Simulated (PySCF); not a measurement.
# Reading the logs of faulty runs: Al3H5N

All numbers below are calculated, not measured. They come from PySCF 2.14.0, an open-source quantum chemistry program, on an isolated molecule that a program drew, which may never have been made. The molecule is Al3H5N (charge 0, doublet), drawn as the SMILES string `[AlH2][NH][Al][AlH2]`.

Each row is a Hartree-Fock (HF) and frozen-core CCSD(T) single point in the cc-pV(D+d)Z basis, meant for a local HF minimum. Run 1 is clean. Each other run has one planted mistake out of seven kinds, and not every kind appears here: one electron removed, one electron added, multiplicity raised by two, geometry at a saddle point, minimal basis STO-3G, one bond length entered in bohr, all coordinates scaled. The reference is restricted for singlets and unrestricted otherwise, and also for a bond in bohr. Adding or removing an electron swaps singlet and doublet. Electrons count all cores. HOMO and LUMO are orbital energies over both spins, the gradient is its largest component, and the lowest frequency (negative if imaginary) is given only where the gradient is small. Bond lengths are over the 8 bonds as drawn. T1 is the CCSD diagnostic: over 0.02 (restricted) or 0.045 (unrestricted) a single reference is doubtful.

Geometry of the clean run:
```xyz
9
Al3H5N, angstrom
Al   -0.7624   -1.1593   -1.1747
N    -1.2413   -0.3212    0.3274
Al   -1.5946    1.4177    0.6364
Al   -1.4841    3.2969   -1.1936
H    -0.6070   -0.2832   -2.4816
H    -0.5089   -2.7181   -1.1747
H    -1.3275   -0.9215    1.1351
H    -2.7959    3.7668   -1.9569
H    -0.1827    4.1924   -1.3628
```

```
run  electrons  basis functions  <S^2>  HOMO (eV)  LUMO (eV)  gradient (hartree/bohr)  lowest frequency (cm^-1)  mean bond (Å)  longest bond (Å)      T1  HF (hartree)  CCSD(T) (hartree)                     mistake
  1         51              108  0.795      -7.08       0.80                  1.1e-05                        47         1.6950             2.625  0.0212    -783.14488         -783.55325                    no fault
  2         51              108  0.761      -5.96       0.84                  5.0e-05                      -255         1.6701             2.462  0.0178    -783.12960         -783.54220  geometry at a saddle point
  3         51              108  0.795      -7.11       0.76                  1.1e-02                         -         1.7204             2.665  0.0214    -783.14330         -783.55316                           ?
  4         52              108  0.000      -0.47       5.16                  3.2e-02                         -         1.6950             2.625  0.0244    -783.13142         -783.57985                           ?
```

**Which mistake was planted in run 3, and what did it cost?**

The mean and the longest bond both change by the same factor, 1.015, and the gradient is no longer small. So the mistake is: all coordinates scaled. Subtracting run 1 and multiplying by 627.51 kcal/mol a hartree, the energy moved by 1.0 kcal/mol in HF and 0.1 kcal/mol in CCSD(T).

**Which mistake was planted in run 4, and what did it cost?**

It counts 52 electrons, one more than the clean run, at the same geometry and basis. So the mistake is: one electron added. Subtracting run 1 and multiplying by 627.51 kcal/mol a hartree, the energy moved by 8.4 kcal/mol in HF and -16.7 kcal/mol in CCSD(T).

Cautions from the logs. Run 4: T1 is over the limit, so its CCSD(T) energy is less reliable.
